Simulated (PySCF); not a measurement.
SMILES CO[CH]COCCOC (C6H13O3), doublet (GFN2-xTB optimised geometry):

```
22

C     -2.314     2.199     4.464
O     -3.421     2.014     3.618
C     -3.236     2.164     2.277
C     -1.923     2.382     1.640
O     -1.094     1.213     1.752
C      0.146     1.350     1.106
C      0.864     0.005     1.125
O      0.469    -0.740     0.000
C      0.978    -2.047     0.000
H     -2.643     1.910     5.462
H     -1.996     3.247     4.481
H     -1.474     1.572     4.154
H     -4.061     1.762     1.718
H     -2.076     2.612     0.577
H     -1.383     3.227     2.102
H      0.757     2.112     1.618
H      0.005     1.657     0.061
H      0.599    -0.526     2.051
H      1.955     0.161     1.110
H      2.076    -2.047     0.000
H      0.628    -2.612     0.873
H      0.616    -2.522    -0.909
```

Level of theory: unrestricted B3LYP/def2-SVP in PySCF.

Question: What are the frontier orbital energies (α orbitals alone; a β orbital can be the lowest empty one) and the dipole moment?

Answer: HOMO-2 -7.17 eV, HOMO-1 -6.88 eV, HOMO -4.55 eV, LUMO 1.47 eV, LUMO+1 1.70 eV; dipole moment 2.26 D.

On the same geometry unrestricted PBE/def2-SVP (PySCF) gives HOMO-2 -5.76 eV, HOMO-1 -5.48 eV, HOMO -3.42 eV, LUMO 0.94 eV, LUMO+1 1.16 eV; dipole moment 2.07 D.

Meta-Löwdin charges at B3LYP/def2-SVP: C1 -0.08, O2 -0.30, C3 0.01, C4 0.01, O5 -0.42, C6 0.04, C7 0.05, O8 -0.39, C9 -0.07, H10 0.11, H11 0.09, H12 0.10, H13 0.10, H14 0.09, H15 0.08, H16 0.07, H17 0.08, H18 0.08, H19 0.07, H20 0.08, H21 0.08, H22 0.11.
